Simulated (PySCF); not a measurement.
Spin-rotation constants: `CC(C)[C@@](C)(F)S(=O)(=O)Cl`, C₅H₁₀ClFO₂S

Geometry (Å), atoms numbered from 1 in this order:
```xyz
20

C    -1.9487   -0.5902   -0.6201
C    -0.6125    0.1528   -0.7062
C    -0.7369    1.5790   -0.1809
C     0.4778   -0.6204    0.0203
C     0.3973   -0.7998    1.5084
F     0.6750   -1.8222   -0.6071
S     2.0834    0.2608   -0.3214
O     2.2999    1.3121    0.6227
O     2.2068    0.5605   -1.7095
Cl    3.4534   -1.1734    0.1084
H    -1.8331   -1.6252   -0.9314
H    -2.6724   -0.1129   -1.2745
H    -2.3398   -0.5668    0.3942
H    -0.2971    0.1872   -1.7552
H     0.2238    2.0858   -0.2019
H    -1.4325    2.1332   -0.8061
H    -1.1165    1.5864    0.8383
H    -0.5482   -1.2555    1.7955
H     0.5063    0.1678    1.9897
H     1.2088   -1.4487    1.8337
```

Theory: PySCF 2.14.0, GIAO B3LYP/pcSseg-1 magnetisability, rotational g tensor and spin-rotation constants, non-relativistic, gas phase. Geometry: GFN2-xTB.

Give the nuclear spin-rotation constants along the inertial axes (H = +C I·J) beside the isotropic shieldings.

Rotational constants 1.6304, 0.7974, 0.6998 GHz. A star marks the isotopologue with that one atom substituted, in its own axes.
```tsv
atom	isotope	Caa (kHz)	Cbb (kHz)	Ccc (kHz)	mean (kHz)	σ (ppm)
F6	19F	1.121	0.818	0.603	0.847	321.7
Cl10	35Cl	0.510	0.359	0.414	0.428	386.8
H11	1H	-0.164	-0.005	-0.065	-0.078	30.3
H12	1H	-0.045	-0.073	-0.060	-0.060	30.6
H13	1H	-0.155	-0.095	0.001	-0.083	31.1
H14	1H	-0.150	-0.090	0.017	-0.074	29.2
H15	1H	-0.028	-0.045	-0.085	-0.052	30.0
H16	1H	-0.058	-0.064	-0.065	-0.062	30.8
H17	1H	-0.170	-0.093	0.002	-0.087	31.3
H18	1H	-0.051	-0.060	-0.070	-0.060	30.2
H19	1H	-0.192	-0.028	-0.033	-0.084	29.9
H20	1H	-0.042	-0.059	-0.069	-0.057	29.8
C1	13C*	0.248	0.113	0.109	0.157	162.8
C2	13C*	0.304	0.137	0.121	0.188	145.1
C3	13C*	0.268	0.110	0.106	0.161	162.3
C4	13C*	0.546	0.232	0.226	0.335	52.5
C5	13C*	0.260	0.116	0.091	0.156	166.2
S7	33S*	0.798	0.360	0.264	0.474	106.3
O8	17O*	-0.444	-0.251	-0.236	-0.310	21.1
O9	17O*	-0.416	-0.219	-0.223	-0.286	52.3
```
For the geometry as given, no vibrational averaging.
